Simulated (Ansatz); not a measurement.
`F[SiH]([SiH3])O[SiH3]` → SiH₄ + `F[Si]O[SiH3]` at 600 K and 1 bar (silylene formation by 1,1-elimination).

Gas-phase electronic energies from Ansatz, PBE0-D4/def2-TZVP geometries. CCSD(T)/CBS is the MP2 limit (def2-TZVPP, def2-QZVPP) plus CCSD(T) − MP2 in def2-TZVPP, frozen cores. This one scheme is used for every species. Each species was taken in one conformer, which may not be the lowest.

| species | CCSD(T)/CBS energy (Eh) | H − E (kJ/mol) | S (J/(mol·K)) |
| --- | --- | --- | --- |
| `F[SiH]([SiH3])O[SiH3]` | -1046.55730 | 253.7 | 527.5 |
| SiH₄ | -291.46306 | 108.7 | 242.3 |
| `F[Si]O[SiH3]` | -755.04483 | 134.2 | 412.7 |

H − E and S are ideal-gas, rigid-rotor, harmonic terms from PBE0-D4/def2-TZVP, for one conformer and one mirror image of each species. 1 Eh = 2625.50 kJ/mol, R = 8.31446 J/(mol·K).

Task: By hand: ΔE, ΔH, ΔS and ΔG.

Result: ΔE = (-291.46306) + (-755.04483) − (-1046.55730) = 0.04941 Eh = 129.7 kJ/mol. Δ(H − E) = 108.7 + 134.2 − 253.7 = -10.8, so ΔH = 118.9 kJ/mol. ΔS = 242.3 + 412.7 − 527.5 = 127.5 J/(mol·K). ΔG = 118.9 − 600 × (127.5)/1000 = 42.4 kJ/mol.

Task: By hand: the equilibrium constant, and the temperature at which ΔG would vanish if ΔH and ΔS stayed fixed.

Result: log₁₀ K = −ΔG/(RT ln 10) = -3.7. ΔG = 0 at ΔH/ΔS = 933 K.

The number of gas molecules changes by +1, which sets the sign of ΔS. A doubt of 5 kJ/mol in ΔE shifts log₁₀ K by 0.4 here. Other conformers and mirror images would add mixing entropy, several J/(mol·K) or more a flexible species. Modes under 60 cm⁻¹, often nearly free rotors, make the harmonic entropy too high. These are equilibria of isolated gas molecules and say nothing of rates. Largest T1 diagnostic: 0.014 (customary marks: 0.02 for closed shells, 0.045 for open ones).
